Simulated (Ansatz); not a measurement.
Reaction (formal exchange of groups at a C–Ge bond): `c1cc[c]([GeH2][c]2ccccc2)cc1` + `C#N` → `N#Cc1ccccc1` + `[GeH3][c]1ccccc1`

Gas-phase electronic energies from Ansatz, PBE0-D4/def2-TZVP geometries. CCSD(T)/CBS is the MP2 limit (def2-TZVPP, def2-QZVPP) plus CCSD(T) − MP2 in def2-TZVPP, frozen cores. This one scheme is used for every species. DFT in def2-TZVPP. For Ge outer-core shells are correlated without core-valence functions, which leaves a few kJ/mol of doubt a bond. Scalar relativity is left out up to krypton. Each species was taken in one conformer, which may not be the lowest.

```
         level  ΔE (eV)
        B2PLYP    -0.21
           PBE    -0.33
       r2SCAN0    -0.28
       LC-ωPBE    -0.25
MP2/def2-TZVPP    -0.02
MP2/def2-QZVPP    -0.03
  HF/CBS(def2)    -0.30
 MP2/CBS(def2)    -0.02
```

**Question.** What does CCSD(T)/CBS give? (An estimate is asked.)

**Answer.** Computed: -0.06 eV. The listed levels differ from it by -0.15, -0.27, -0.22, -0.19, 0.04, 0.03, -0.24, 0.04 eV.

Largest T1 diagnostic among the species: 0.014.

In def2-TZVPP, CCSD(T) changes the Hartree–Fock value by +0.23 eV (the triples alone add +0.02 eV) and MP2 by +0.27 eV. Leaving LDA and LC-ωPBE aside and taking each functional with its dispersion term where it has one, the values, not all of them listed here, spread over 0.19 eV, from B97M-V to ωB97M-V. LDA lies −0.04 eV from PBE without D4. At CCSD(T), def2-SVP lies −0.15 eV from the extrapolated value and def2-TZVPP −0.00 eV.
